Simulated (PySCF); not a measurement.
**Magnetic susceptibility: `C=CCO[SiH2]C#CC`, C6H10OSi**

Molfile (atoms numbered from 1):
```
C6H10OSi
     RDKit          3D

 18 17  0  0  0  0  0  0  0  0999 V2000
   -2.4838    1.4304    0.9128 C   0  0  0  0  0  0  0  0  0  0  0  0
   -2.6151    0.3911    0.1122 C   0  0  0  0  0  0  0  0  0  0  0  0
   -1.6800   -0.7811    0.0824 C   0  0  0  0  0  0  0  0  0  0  0  0
   -0.6987   -0.6946    1.0653 O   0  0  0  0  0  0  0  0  0  0  0  0
    0.8539   -1.1635    1.0342 Si  0  0  0  0  0  4  0  0  0  0  0  0
    1.7314   -0.4618   -0.4370 C   0  0  0  0  0  0  0  0  0  0  0  0
    2.2575    0.0324   -1.4024 C   0  0  0  0  0  0  0  0  0  0  0  0
    2.9002    0.6230   -2.5558 C   0  0  0  0  0  0  0  0  0  0  0  0
   -1.6681    1.4882    1.6127 H   0  0  0  0  0  0  0  0  0  0  0  0
   -3.1796    2.2514    0.8998 H   0  0  0  0  0  0  0  0  0  0  0  0
   -3.4287    0.3194   -0.5974 H   0  0  0  0  0  0  0  0  0  0  0  0
   -2.2590   -1.7050    0.2341 H   0  0  0  0  0  0  0  0  0  0  0  0
   -1.2241   -0.8438   -0.9169 H   0  0  0  0  0  0  0  0  0  0  0  0
    0.9800   -2.6258    0.9481 H   0  0  0  0  0  0  0  0  0  0  0  0
    1.3052   -0.5811    2.2897 H   0  0  0  0  0  0  0  0  0  0  0  0
    3.9619    0.7676   -2.3562 H   0  0  0  0  0  0  0  0  0  0  0  0
    2.7900   -0.0297   -3.4219 H   0  0  0  0  0  0  0  0  0  0  0  0
    2.4481    1.5893   -2.7801 H   0  0  0  0  0  0  0  0  0  0  0  0
  1  2  2  0
  2  3  1  0
  3  4  1  0
  4  5  1  0
  5  6  1  0
  6  7  3  0
  7  8  1  0
  1  9  1  0
  1 10  1  0
  2 11  1  0
  3 12  1  0
  3 13  1  0
  5 14  1  0
  5 15  1  0
  8 16  1  0
  8 17  1  0
  8 18  1  0
M  END
```

Level of theory: GIAO B3LYP/pcSseg-1 magnetisability, rotational g tensor and spin-rotation constants, non-relativistic, gas phase (PySCF). Geometry: GFN2-xTB.

Question: How diamagnetic is it, and how anisotropic?

Answer: Isotropic -1291 × 10⁻³⁰ J/T², or -77.8 × 10⁻⁶ cm³/mol; principal values -1487, -1215, -1172 × 10⁻³⁰ J/T², anisotropy 296 × 10⁻³⁰ J/T² (root of half the summed squared differences of the principal values). The susceptibility is in cgs units.

Question: Split it along the inertial axes a, b, c into diamagnetic and paramagnetic parts about the centre of mass, with the quadrupole moment.

Answer: 
| axis | χ (10⁻⁶ cm³/mol) | diamagnetic (10⁻⁶ cm³/mol) | paramagnetic (10⁻⁶ cm³/mol) | summed x² of all electrons (Å²) | quadrupole Θ (D Å) |
| --- | --- | --- | --- | --- | --- |
| a | -83.0 | -639.1 | 556.1 | 332.9 | +4.11 |
| b | -79.5 | -1575.5 | 1496.0 | 112.2 | -1.55 |
| c | -70.8 | -1888.5 | 1817.7 | 38.4 | -2.56 |

Anisotropies 2χaa − χbb − χcc = -15.7 and 2χbb − χaa − χcc = -5.2 × 10⁻⁶ cm³/mol. Θ is traceless in Buckingham's convention.

Question: And the rotational g tensor?

Answer: 
| axis | rotational constant (GHz) | g | nuclear part | electronic part |
| --- | --- | --- | --- | --- |
| a | 2.3949 | -0.0166 | 0.6091 | -0.6257 |
| b | 0.8333 | -0.0058 | 0.5798 | -0.5856 |
| c | 0.6826 | -0.0074 | 0.5755 | -0.5829 |

Asymmetric top; isotopes 12C, 1H, 16O, 28Si; no vibrational averaging.
